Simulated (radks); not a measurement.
Excited configurations of Tc IV: one electron is placed in a higher orbital outside [Kr] 4d3. The ground configuration is [Kr] 4d4. All-electron calculation, Dirac Kohn-Sham, PBE, spin-unpolarised, spherical densities, finite nucleus; open shells fill j = l - 1/2 first; Fermi nuclear charge, rms radius 4.4112 fm. Program: a radial shooting solver on a logarithmic mesh with Libxc functionals. Excitation = E - E(ground); binding = E(ion) - E, where the ion is the core of charge +4; n* = 4/sqrt(2 binding) in atomic units, and the quantum defect is n - n*.

| outer orbital | excitation (eV) | binding (eV) | eigenvalue (eV) | <r> (bohr) |
|---|---|---|---|---|
| 5p1/2 | 14.812 | 27.352 | -23.697 | 2.899 |
| 5d3/2 | 24.056 | 18.108 | -15.613 | 3.925 |
| 6s1/2 | 24.926 | 17.238 | -15.371 | 4.873 |
| 6d3/2 | 31.111 | 11.053 | -9.732 | 6.875 |
| 6f5/2 | 35.053 | 7.112 | -6.254 | 10.11 |
| 7s1/2 | 31.564 | 10.600 | -9.491 | 7.878 |
| 7p1/2 | 32.744 | 9.420 | -8.428 | 8.643 |
| 7d3/2 | 34.721 | 7.443 | -6.639 | 10.53 |

The Delta-SCF ionisation energy is 42.164 eV (NIST Atomic Spectra Database: 41 eV, theoretical). Self-interaction in the functional shifts the binding energies and quantum defects, so they are the method's values and not measured ones. Spin polarisation and multiplet splitting are left out, so open shells lie too high by an amount that depends on their filling.

Beside tabulated values, note that spin-unpolarised runs miss the spin-polarisation part of the exchange energy of open shells.
